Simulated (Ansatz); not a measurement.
This geometry of AlH3O2S (7 atoms, charge 0, multiplicity 1) is a first-order saddle point.

All numbers below come from Ansatz, UKS PBE0/def2-SVP.

```xyz
7
Properties=species:S:1:pos:R:3
Al -0.022 0.252 -0.032
S 0.431 -0.784 1.836
O -0.561 -0.566 -1.415
H -0.794 -1.490 -1.497
O 0.106 1.916 -0.070
H 0.190 -2.017 1.338
H 0.650 2.690 -0.161
```

Problem. Which two structures does it join? (They come from a converged band through this point; their orientation in space is the band's.)

Solution. No bond is made or broken.

Initial state:

```xyz
7
Properties=species:S:1:pos:R:3
Al 0.003 0.256 -0.136
S 0.493 -0.647 1.796
O -0.599 -0.626 -1.449
H -0.777 -1.563 -1.513
O 0.219 1.915 -0.379
H 0.122 -1.892 1.425
H 0.540 2.557 0.255
```

Final state:

```xyz
7
Properties=species:S:1:pos:R:3
Al 0.069 0.252 0.069
S 0.492 -0.853 1.899
O -0.538 -0.443 -1.355
H -0.747 -1.358 -1.540
O 0.385 1.912 0.130
H 0.084 -2.037 1.390
H 0.255 2.527 -0.593
```

Problem. How far does it lie above each of them?

Solution. 5.6 kJ/mol above the first and 9.7 kJ/mol above the second. This is the barrier of this one path; another mechanism may lie lower.

Run time: 4.9 min on 2 threads of Intel(R) Xeon(R) Platinum 8375C CPU @ 2.90GHz (Ice Lake) (shared host), peak memory 0.23 GiB.
